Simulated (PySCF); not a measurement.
Species: C8H18BN.
Numbering: `[CH3:1][N@+:2]1([CH2:3][CH:4]2[CH2:5][CH2:6]2)[BH2-:7][CH2:8][CH2:9][CH2:10]1`

NICS is the negative of the GIAO shielding at a point without a nucleus: at the ring centre (0) and 1 Å above and below it (1); zz is the component along the ring normal. Level: GIAO B3LYP/pcSseg-1 (PySCF, non-relativistic, gas phase) on the PBE0-D3(BJ)/def2-SVP geometry, one conformer.

Rings: 1. N2–B7–C8–C9–C10; 2. C4–C5–C6.

| set | NICS(0) | NICS(1), two faces | NICS(1)zz, two faces |
| --- | --- | --- | --- |
| P | -5.4 | -2.5 / -3.9 | -2.2 / -5.2 |
| Q | -42.8 | -8.4 / -8.7 | -22.8 / -20.8 |

Q: Which set (ppm) belongs to which ring?

A: P = 1, Q = 2.
- 1 (5-membered ring with B and N; formal bonds all single): mean NICS(1)zz -3.7 ppm, shielded. N2, B7, C8, C9, C10 have four or more neighbours; no verdict on aromaticity is drawn.
- 2 (3-membered carbocycle; formal bonds all single): mean NICS(1)zz -21.8 ppm, shielded. C4, C5, C6 have four or more neighbours, and the NICS criterion for π rings isn't applied.

Q: How do the rings differ in shape?

A: 
| ring | bond lengths (Å) | rms pucker (Å) | HOMA | nearest outside atom to a NICS(1) probe (Å) |
| --- | --- | --- | --- | --- |
| 1 | 1.663, 1.635, 1.542, 1.521, 1.486 | 0.19 | – | hydrogen 1.25 |
| 2 | 1.500, 1.497, 1.503 | 0.00 | – | hydrogen 1.44 |

The run took 2.6 min on one thread of an Intel Xeon at 2.50 GHz, no GPU, shared host, and the process peaked at 1.2 GiB of memory. This is the whole shielding run at B3LYP/pcSseg-1, SCF included.
